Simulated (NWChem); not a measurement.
System: CHAgOS; SMILES [O+]#[C-]->[Ag][SH]

The following NWChem deck was run.

```
start job
memory heap 200 mb stack 900 mb global 1100 mb
geometry units angstroms noautoz
  Ag    -0.192510    -0.052924    -0.000053
  S     -0.171198     2.254731    -0.009386
  H     -1.527759     2.348034    -0.131382
  O     -0.179367    -3.191916     0.010313
  C     -0.167699    -2.045930     0.006780
end
basis spherical
  * library def2-svp
end
ecp
  Ag library def2-ecp
end
dft
  xc xpbe96 cpbe96
  iterations 150
  vectors input atomic output neutral.movecs
end
task dft energy
charge 1
dft
  odft
  mult 2
  vectors input atomic output cation.movecs
end
task dft energy
```

The geometry was optimised at PBE-D3(BJ)/def2-SVP. def2 effective core potentials on Ag; no spin-orbit coupling.

Ions are spin-unrestricted doublets at the neutral geometry; other ion states weren't tried.

Question: Give the results of this calculation. (PBE/def2-SVP with def2 effective core potentials on Ag, vertical spin-unrestricted ions.) Quantities: vertical ionisation energy, ΔSCF (eV); −ε(HOMO) (eV).

Answer: 
| Property | Value |
|---|---|
| vertical ionisation energy, ΔSCF (eV) | 8.50 |
| −ε(HOMO) (eV) | 5.28 |
